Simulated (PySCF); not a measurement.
Ru(O)3(OH)2 (H2O5Ru), SMILES [O]=[Ru]([OH])(=[O])(=[O])[OH], multiplicity 1. Atoms are numbered in the order given.

```xyz
8

Ru    -0.0560    -0.0216     0.0000
O      0.5739    -1.5942     0.0000
O      0.3868     1.6342     0.0000
O     -1.7215    -0.1046     0.0000
O      0.4701    -0.0211     1.8491
H      0.5144     0.9019     2.1567
O      0.4701    -0.0211    -1.8491
H      0.5144     0.9019    -2.1567
```

Geometry: B3LYP-D3(BJ)/def2-SVP. The spin state was assumed, not searched. The def2 effective core potentials stand for the cores of Ru; spin–orbit coupling is left out. Other conformers were not sampled.

The numbers are results of PySCF with PBE0/def2-TZVP, not measurements.

Isolated molecule, no solvent.

Computed frontier levels, gap, dipole moment and polarisability:
The highest occupied level is -9.53 eV and the lowest empty level is -5.75 eV. The orbital gap comes out as 3.78 eV. The dipole moment is 2.22 D, the quadrupole, principal values (traceless, Buckingham form, about the centre of nuclear charge) is -4.45, 0.35, 4.10 D·Å and the mean static polarisability is 61.0 bohr³ (9.04 Å³). The polarisability, principal values comes out as 50.4, 63.5, 69.2 bohr³.
